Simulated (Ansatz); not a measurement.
## Ligand exchange: C2H3I + GeH3(SH) → C2H4S + GeH3I

Species: C2H3I `C=CI`, singlet; GeH3(SH), singlet; C2H4S `C=CS`, singlet; GeH3I `[GeH3][I]`, singlet. The partners trade I for SH: C–I and Ge–SH bonds give way to C–SH and Ge–I.

Shapes, held fixed at every level: PBE0-D4/def2-TZVP. Flexible molecules stand in one conformer, not always the lowest. Programs: Ansatz 0.2.0. Electronic energies: no zero-point or thermal term.

| level | kind | ΔE (kJ/mol) | less CCSD(T)/def2-TZVPP |
| --- | --- | --- | --- |
| HF/def2-TZVPP | Hartree–Fock | -52.5 | -15.7 |
| r2SCAN-D4/def2-TZVPP | meta-GGA | -46.9 | -10.1 |
| B3LYP-D4/def2-TZVPP | global hybrid | -45.1 | -8.3 |
| PBE0-D4/def2-TZVPP | global hybrid | -47.9 | -11.1 |
| wB97M-V/def2-TZVPP | range-separated hybrid | -45.0 | -8.2 |
| MP2/def2-TZVPP | perturbation theory | -38.5 | -1.7 |
| CCSD/def2-TZVPP | coupled cluster or CI | -38.8 | -2.0 |
| CCSD(T)/def2-TZVPP | coupled cluster or CI | -36.8 | 0.0 |

The highest level, CCSD(T)/def2-TZVPP, gives ΔE = -36.8 kJ/mol; the levels span -52.5 to -36.8. The column of differences is taken from that level and isn't an error. No measured value is set beside it here. For atoms past krypton def2 sets carry core potentials with scalar relativity. Relativity is left out for Ge. Outer-core shells of Ge, I are correlated, in sets that cover them unevenly.
